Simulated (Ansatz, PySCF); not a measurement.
System: InCl, charge 0, multiplicity 1. 
Geometry from a B3LYP-D3(BJ)/def2-TZVP (Ansatz, a program for electronic structure) optimisation:
```xyz
2

In     0.0000     0.0000    -0.6288
Cl     0.0000     0.0000     1.8123
```
Charge 0, spin multiplicity 1.

Dipole moments at this geometry, in debye (magnitudes).

```tsv
level	program	dipole (D)
revPBE/def2-TZVPD	Ansatz	3.62
BP86/def2-TZVPD	PySCF	3.60
B3LYP/def2-TZVPD	Ansatz	3.79
wB97M-V/def2-TZVPD	Ansatz	3.77
CCSD(T)/def2-SVPD	Ansatz	3.70
```
